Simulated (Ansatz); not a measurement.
Cost and result for the atomization energy of AlH₅N₂Si (`[NH2][Al]1[NH][SiH2]1`) (9 atoms, 9 bonds).

Cartesian coordinates in Å:
```
N -0.884 1.476 1.579
Al -0.124 0.494 0.332
N -0.187 -1.184 -0.239
Si 1.010 -0.546 -1.367
H -1.569 1.146 2.239
H -0.690 2.452 1.730
H -0.562 -2.117 -0.166
H 2.374 -1.151 -1.296
H 0.633 -0.570 -2.813
```

Charge 0, multiplicity 1. The structure was optimised at the PBE0-D4/def2-TZVP level. It is one conformer, not always the lowest. Program: Ansatz. All runs use 2 threads of an Arm Neoverse V1 on a shared host. Times are those of one run each, without the atoms' runs, and a repeat can differ threefold. Electronic energies, without spin–orbit coupling; frozen cores. CCSD(T)/CBS adds CCSD(T) − MP2 in def2-TZVPP to the MP2 limit, and its time is that of the two runs behind it. T1 = 0.013. HSE06 is the plane-wave form, built on full-range PBE exchange.

CCSD(T)/CBS is a level of theory with its own doubt, some kJ/mol a heavy atom from the limit and from the frozen cores, so smaller differences don't rank the functionals.

```csv
level,functions,wall time
LDA (SPW92)/def2-TZVPP,216,1.6 s
BLYP-D4/def2-TZVPP,216,2.6 s
CCSD(T)/def2-SVP,89,2.6 s
BHLYP-D4/def2-TZVPP,216,3.7 s
HSE06-D4/def2-TZVPP,216,3.8 s
r2SCAN-D4/def2-TZVPP (with forces),216,6.5 s
r2SCANh-D4/def2-TZVPP,216,6.5 s
B2PLYP/def2-TZVPP,216,6.5 s
ωB97X-V/def2-TZVPP,216,11 s
B97M-V/def2-TZVPP,216,11 s
MP2/def2-QZVPP,404,22 s
CCSD(T)/def2-TZVPP,216,70 s
CCSD(T)/CBS(def2),–,92 s
```

Task: What atomization energy does each give, and how far from CCSD(T)/CBS? (Best estimate.)

Result: The calculation gave: 
```
                             level  atomization (kJ/mol)  difference from CCSD(T)/CBS  per bond
            LDA (SPW92)/def2-TZVPP                3302.4                        403.6      44.8
                BLYP-D4/def2-TZVPP                2899.8                          1.0       0.1
                  CCSD(T)/def2-SVP                2633.6                       -265.2     -29.5
               BHLYP-D4/def2-TZVPP                2805.6                        -93.2     -10.4
               HSE06-D4/def2-TZVPP                2873.9                        -24.9      -2.8
r2SCAN-D4/def2-TZVPP (with forces)                2887.8                        -11.0      -1.2
             r2SCANh-D4/def2-TZVPP                2865.0                        -33.8      -3.8
                 B2PLYP/def2-TZVPP                2859.5                        -39.3      -4.4
                ωB97X-V/def2-TZVPP                2919.1                         20.3       2.2
                 B97M-V/def2-TZVPP                2910.3                         11.5       1.3
                    MP2/def2-QZVPP                2892.9                         -5.9      -0.7
                CCSD(T)/def2-TZVPP                2792.1                       -106.7     -11.9
                 CCSD(T)/CBS(def2)                2898.8                          0.0       0.0
```

From BLYP to BHLYP (50 % exact exchange), in def2-TZVPP and without D4, the atomization energy moves by −80.6 kJ/mol: exact exchange takes away binding that semilocal exchange gives to molecules. In def2-TZVPP, CCSD(T) changes the Hartree–Fock value by +850.0 kJ/mol (the triples alone add +50.0 kJ/mol) and MP2 by +886.5 kJ/mol; breaking electron pairs costs correlation energy, which Hartree–Fock lacks. At CCSD(T), def2-SVP lies −265.2 kJ/mol from the extrapolated value and def2-TZVPP −106.7 kJ/mol: correlation converges slowly with the basis, and small sets miss more of it in the bonded molecule than in its fragments.
